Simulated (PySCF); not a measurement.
## Electron correlation in P⁺ (phosphorus, charge +1)

[Ne] 3s2 3p2, high-spin 3P determinant. All numbers are calculated (PySCF 2.14, no relativity, point nucleus, in pcseg-2 (5s4p2d1f, 34 functions)). Frozen: [Ne]; 4 electrons correlated.

MP2 pair energies summed by pair of shells (mhartree):

```tsv
pair	energy	share (%)
3s-3p	-36.66	62.0
3s-3s	-16.60	28.1
3p-3p	-5.91	10.0
```

Total MP2 correlation energy: -59.18 mhartree.

Same-spin part -9.61 and opposite-spin part -49.57 mhartree; SCS-MP2 scales them by 1/3 and 6/5 to -62.69 mhartree.

| level | correlation energy (mhartree) |
| --- | --- |
| CCSD | -78.58 |
| (T) | -1.95 |
| CCSD(T) | -80.53 |

Diagnostics: T1 = 0.0093, D1 = 0.0215, largest double amplitude 0.103.

Cost of the coupled-cluster step: 0.43 s of wall time on 1 thread of Neoverse-N1 (shared host), for 4 correlated electrons.

Iterations:

```
CC2 = 0
CCSD nocc = (np.int64(3), np.int64(1)), nmo = (29, 29)
frozen orbitals [[0, 1, 2, 3, 4], [0, 1, 2, 3, 4]]
max_cycle = 100
direct = 0
conv_tol = 1e-08
conv_tol_normt = 1e-06
diis_space = 8
diis_start_cycle = 0
Init t2, MP2 energy = -0.0591784124188551
Init E_corr(UCCSD) = -0.0591784124215853
cycle = 1  E_corr(UCCSD) = -0.072533056488162  dE = -0.0133546441  norm(t1,t2) = 0.0484923
cycle = 2  E_corr(UCCSD) = -0.0762924800728666  dE = -0.00375942358  norm(t1,t2) = 0.0187085
cycle = 3  E_corr(UCCSD) = -0.078582534086933  dE = -0.00229005401  norm(t1,t2) = 0.0085517
cycle = 4  E_corr(UCCSD) = -0.0785724585079516  dE = 1.0075579e-05  norm(t1,t2) = 0.00146476
cycle = 5  E_corr(UCCSD) = -0.0785854241891209  dE = -1.29656812e-05  norm(t1,t2) = 0.000211623
cycle = 6  E_corr(UCCSD) = -0.0785815737964892  dE = 3.85039263e-06  norm(t1,t2) = 3.88067e-05
cycle = 7  E_corr(UCCSD) = -0.0785831963803851  dE = -1.6225839e-06  norm(t1,t2) = 5.74418e-06
cycle = 8  E_corr(UCCSD) = -0.0785828410643118  dE = 3.55316073e-07  norm(t1,t2) = 1.2884e-06
cycle = 9  E_corr(UCCSD) = -0.0785828436160859  dE = -2.5517741e-09  norm(t1,t2) = 1.74814e-07
UCCSD converged
E(UCCSD) = -340.4229715872111  E_corr = -0.07858284361608588
UCCSD(T) correction = -0.00195483706902477
```
